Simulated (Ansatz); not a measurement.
Reaction (ligand exchange at a B–C bond): `B[C](=C)[AlH][F]` + `Cl[SiH2][SeH]` → `B[Se][SiH2]Cl` + `C=[CH][AlH][F]`

Isolated molecules relaxed with PBE0-D4/def2-TZVP in Ansatz; ΔE leaves out vibrations. CCSD(T)/CBS is the MP2 limit (def2-TZVPP, def2-QZVPP) plus CCSD(T) − MP2 in def2-TZVPP, frozen cores. Functionals use def2-TZVPP. B3LYP here is the variant with VWN-RPA as its local correlation; programs differ in this. For Se outer-core shells are correlated without core-valence functions, which leaves a few kJ/mol of doubt a bond. Scalar relativity is left out up to krypton. Each species was taken in one conformer, which may not be the lowest.

| level | ΔE (kJ/mol) | difference from CCSD(T)/CBS |
| --- | --- | --- |
| PBE-D4 | -77.0 | -1.9 |
| r2SCAN-D4 | -75.6 | -0.5 |
| PBE0-D4 | -74.1 | 1.0 |
| B3LYP-D4 | -70.7 | 4.4 |
| ωB97X-V | -69.8 | 5.3 |
| ωB97M-V | -70.0 | 5.1 |
| B2PLYP | -72.2 | 2.9 |
| PBE | -76.5 | -1.4 |
| r2SCAN | -75.5 | -0.4 |
| PBE0 | -73.5 | 1.6 |
| B3LYP | -69.8 | 5.3 |
| HF/def2-TZVPP | -60.6 | 14.5 |
| MP2/def2-TZVPP | -76.8 | -1.7 |
| SCS-MP2/def2-TZVPP | -73.0 | 2.1 |
| CCSD/def2-TZVPP | -72.6 | 2.5 |
| CCSD(T)/def2-TZVPP | -74.9 | 0.2 |
| HF/def2-QZVPP | -59.6 | 15.5 |
| MP2/def2-QZVPP | -76.6 | -1.5 |
| SCS-MP2/def2-QZVPP | -72.7 | 2.4 |
| HF/CBS(def2) | -59.5 | 15.6 |
| MP2/CBS(def2) | -77.0 | -1.9 |
| CCSD/CBS(def2) | -72.8 | 2.3 |
| CCSD(T)/CBS | -75.1 | 0 |

Largest T1 diagnostic among the species: 0.012.

In def2-TZVPP, CCSD(T) changes the Hartree–Fock value by −14.3 kJ/mol (the triples alone add −2.3 kJ/mol) and MP2 by −16.2 kJ/mol.
